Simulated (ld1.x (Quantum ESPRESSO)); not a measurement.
# Ranking RRKJ potentials for copper

All share these settings but for the change named:

- Element: copper (Cu)
- Generator: ld1.x (Quantum ESPRESSO) 7.5
- Type: norm-conserving RRKJ (Kleinman–Bylander form)
- Functional: revPBE
- Relativity: scalar-relativistic
- Frozen core: [Ar]
- Valence charge: 11
- Reference configuration: 3d10 4s1 4p0
- Partial waves: 4p (bound, empty): rc 2.35 bohr; 3d (bound): rc 1.55 bohr; 4s (bound): rc 2.40 bohr
- Local potential: the s channel
- Core correction: Bessel-smoothed model core inside 0.80 bohr
- rho0: 0.01

Cutoff: the first of the cutoffs (Ry, on a coarse ladder) from which the occupation-weighted sum of valence levels, in a spherical-Bessel basis at the reference potential, stays within 10 and 1 mRy of its value at 400 Ry; the density cutoff is not measured.

The base gives 90 Ry.

Of 9 variants that were run, those that failed, showed a ghost or another fault, or gave nearly equal values are left out.

A variant can come out equal or close to the base.

Rank these variants from softest to hardest (loose cutoff).
A. wave 3d (bound): rc 1.55 bohr becomes 3d (bound): rc 1.84 bohr
B. wave 3d (bound): rc 1.55 bohr becomes 3d (bound): rc 2.34 bohr
C. wave 3d (bound): rc 1.55 bohr becomes 3d (bound): rc 0.98 bohr
D. wave 3d (bound): rc 1.55 bohr becomes 3d (bound): rc 1.70 bohr
E. wave 3d (bound): rc 1.55 bohr becomes 3d (bound): rc 2.20 bohr

B (40 Ry), E (50 Ry), A (70 Ry), D (80 Ry), C (180 Ry).
